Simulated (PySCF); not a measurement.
C2H9FSi3. Atoms are numbered in the order given.

```xyz
15

F      1.6642     1.5859     0.8404
Si     1.0887     0.7638    -0.4565
C      1.2121    -1.0855    -0.1037
Si    -0.3871    -1.6504     0.7490
C     -1.7761    -0.7877    -0.2154
Si    -1.2602     1.0125    -0.5820
H      1.9086     1.1845    -1.6286
H      1.2927    -1.6115    -1.0732
H      2.1184    -1.3270     0.4759
H     -0.5366    -3.1360     0.7444
H     -0.3902    -1.1754     2.1645
H     -1.9005    -1.3129    -1.1791
H     -2.7435    -0.8404     0.3092
H     -1.7424     1.9328     0.4897
H     -1.7815     1.4904    -1.8974
```

Coordinates come from a B3LYP-D3(BJ)/def2-SVP optimisation. The structure was generated by enumeration; whether it is a known compound was not checked. The values are those of a single conformer.

The numbers are results of PySCF with KT2/pcSseg-1, not measurements.

GIAO shieldings, no solvent; atoms listed in one row are averaged. δ = σ(ref) − σ: ¹⁹F against CFCl3 (σ = 127.1 ppm); ²⁹Si against TMS (σ = 361.9 ppm); ¹³C against TMS (σ = 185.1 ppm); ¹H against TMS (σ = 31.47 ppm), references at their B3LYP-D3(BJ)/def2-TZVP geometries, non-relativistic.

Computed chemical shifts:
```
nucleus     atoms  count  δ (ppm)
-------  --------  -----  -------
¹⁹F            F1      1   -254.8
²⁹Si          Si2      1     42.4
²⁹Si          Si4      1    -29.7
²⁹Si          Si6      1    -69.8
¹³C            C3      1      1.9
¹³C            C5      1    -10.4
¹H             H7      1     6.38
¹H            H10      1     5.08
¹H            H11      1     4.59
¹H       H14, H15      2     4.29
¹H             H9      1     0.95
¹H            H13      1     0.74
¹H            H12      1    -0.08
¹H             H8      1    -0.26
```
